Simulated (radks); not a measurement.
The numbers below are computed, except where a source is named.
Question: These are the eigenvalues of the occupied orbitals of an atom or ion with whole-number occupations (hartree). Level of theory: non-relativistic Kohn-Sham, exchange-only LDA, spin-polarised, spherical densities, point nucleus (a radial shooting solver on a logarithmic mesh with Libxc functionals).

orbital  eigenvalue
1s up     -2901.982
1s down   -2901.981
2s up     -489.7644
2s down   -489.7641
2p up     -471.7973
2p down   -471.7969
3s up     -117.4597
3s down   -117.4592
3p up     -108.8826
3p down   -108.8821
3d up     -92.82068
3d down   -92.82029
4s up     -26.69230
4s down   -26.69140
4p up     -22.92960
4p down   -22.92868
4d up     -15.96926
4d down   -15.96831
4f up      -6.53249
4f down    -6.53149
5s up      -5.15166
5s down    -5.14901
5p up      -3.88676
5p down    -3.88282
5d up      -1.84427
5d down    -1.83200
6s up      -1.20826

Which element is it, and in what charge state? The configuration may be excited. Open shells, if any, are filled with parallel spins first.

Answer: Z = 82, lead, charge +3: Pb3+ in [Xe] 4f14 5d10 6s1. The list shows which subshells hold electrons but not how many an open one holds; the 1s level, -2902 hartree, gives Z - s = 76.2 by -(Z - s)^2/2, which with screening narrows Z to a few neighbours, and the depths of the outer levels then fix element, charge and occupations together.
